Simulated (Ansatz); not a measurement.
`N[SiH2][Se][SiH3]` + HI → `N[SiH2]I` + `[SiH3][SeH]`  (ligand exchange at the Si–Se bond)

Gas-phase electronic energies from Ansatz, PBE0-D4/def2-TZVP geometries. CCSD(T)/CBS is the MP2 limit (def2-TZVPP, def2-QZVPP) plus CCSD(T) − MP2 in def2-TZVPP, frozen cores. Functionals use def2-TZVPP. B3LYP here is the variant with VWN-RPA as its local correlation; programs differ in this. Elements past krypton have def2 core potentials. For I, Se outer-core shells are correlated without core-valence functions, which leaves a few kJ/mol of doubt a bond. Scalar relativity is left out up to krypton. Each species was taken in one conformer, which may not be the lowest.

```json
{"level": "r2SCAN-D4", "ΔE (kcal/mol)": "-4.9", "difference from CCSD(T)/CBS": "0.0"}
{"level": "PBE0-D4", "ΔE (kcal/mol)": "-4.6", "difference from CCSD(T)/CBS": "0.3"}
{"level": "ωB97X-V", "ΔE (kcal/mol)": "-5.1", "difference from CCSD(T)/CBS": "-0.2"}
{"level": "ωB97M-V", "ΔE (kcal/mol)": "-4.8", "difference from CCSD(T)/CBS": "0.1"}
{"level": "B2PLYP", "ΔE (kcal/mol)": "-5.7", "difference from CCSD(T)/CBS": "-0.8"}
{"level": "PBE", "ΔE (kcal/mol)": "-5.5", "difference from CCSD(T)/CBS": "-0.6"}
{"level": "r2SCAN", "ΔE (kcal/mol)": "-5.3", "difference from CCSD(T)/CBS": "-0.4"}
{"level": "PBE0", "ΔE (kcal/mol)": "-5.7", "difference from CCSD(T)/CBS": "-0.8"}
{"level": "B3LYP", "ΔE (kcal/mol)": "-6.4", "difference from CCSD(T)/CBS": "-1.5"}
{"level": "CCSD/def2-TZVPP", "ΔE (kcal/mol)": "-4.5", "difference from CCSD(T)/CBS": "0.4"}
{"level": "HF/def2-QZVPP", "ΔE (kcal/mol)": "-7.8", "difference from CCSD(T)/CBS": "-2.9"}
{"level": "MP2/def2-QZVPP", "ΔE (kcal/mol)": "-5.2", "difference from CCSD(T)/CBS": "-0.3"}
{"level": "SCS-MP2/def2-QZVPP", "ΔE (kcal/mol)": "-5.5", "difference from CCSD(T)/CBS": "-0.6"}
{"level": "HF/CBS(def2)", "ΔE (kcal/mol)": "-7.8", "difference from CCSD(T)/CBS": "-2.9"}
{"level": "MP2/CBS(def2)", "ΔE (kcal/mol)": "-5.5", "difference from CCSD(T)/CBS": "-0.6"}
{"level": "CCSD/CBS(def2)", "ΔE (kcal/mol)": "-5.4", "difference from CCSD(T)/CBS": "-0.5"}
{"level": "CCSD(T)/CBS", "ΔE (kcal/mol)": "-4.9", "difference from CCSD(T)/CBS": "0"}
```

Largest T1 diagnostic among the species: 0.010.

The D4 term adds +1.7 kcal/mol with B3LYP and +1.0 kcal/mol with PBE0; it sums over pairs of atoms, weighted by their polarisabilities, and B3LYP, whose exchange is more repulsive, gets the larger term. In def2-TZVPP, CCSD(T) changes the Hartree–Fock value by +3.6 kcal/mol (the triples alone add +0.5 kcal/mol) and MP2 by +3.0 kcal/mol.
